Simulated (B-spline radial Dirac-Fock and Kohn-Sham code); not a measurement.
## Satellites and hypersatellites of the K lines of Si²⁺

System: Si²⁺ in the configuration [Ne] 3s2.

The run's input, task.json:

```json
{"items": [{
  "Z": 14,
  "q": 2,
  "cfg": [[1, 0, 2], [2, 0, 2], [2, 1, 6], [3, 0, 2]],
  "A": 28,
  "rrms": 3.1224,
  "do": ["binding", "quiet", "double"]
}]}
```

Launch: `python xray_run.py task.json out`

Calculated with an atomic code on a B-spline grid, using Dirac-Fock (average of configuration) total-energy differences with a finite nucleus, the Breit interaction including its frequency dependence, and self-energy and vacuum-polarisation corrections. Each two-hole energy is an average over J within one jj subconfiguration, not an observable level; in light atoms, where LS coupling holds, the j-resolved values are not observed lines, and for a K spectator the Kα1 hypersatellite is nearly forbidden. The model has no electron correlation.

Lines without a spectator: Kα2 (K-L2) 1741.5 eV, Kα1 (K-L3) 1742.2 eV. Shifts in eV with one spectator hole (a dash: not computed, or left out as unreliable):

| spectator hole | Kα2 | Kα1 |
| --- | --- | --- |
| L2 (2p1/2) | +9.75 | +12.21 |
| L3 (2p3/2) | +11.96 | +11.22 |

Question: Where does the K-L3 hypersatellite lie, emitted when both K electrons are missing?

Answer: +140.6 eV from the normal line, at 1882.8 eV. Removing both K electrons costs 3937.8 eV, which is 189.6 eV more than twice the K binding energy. In light atoms the observed hypersatellite is the ¹S₀ → ¹P₁ component, which lies below this average, and the triplet component is nearly forbidden.

With n spectator holes in 2p, averaged over the 2p shell (energies in eV):

| n | KαLⁿ | step | hypersatellite KαʰLⁿ |
| --- | --- | --- | --- |
| 0 | 1742.0 | – | 1882.5 |
| 1 | 1753.5 | +11.6 | 1895.6 |
| 2 | 1766.6 | +13.1 | 1910.1 |
| 3 | 1781.2 | +14.6 | 1926.1 |
| 4 | 1797.3 | +16.0 | 1943.5 |
| 5 | 1814.7 | +17.5 | 1962.3 |
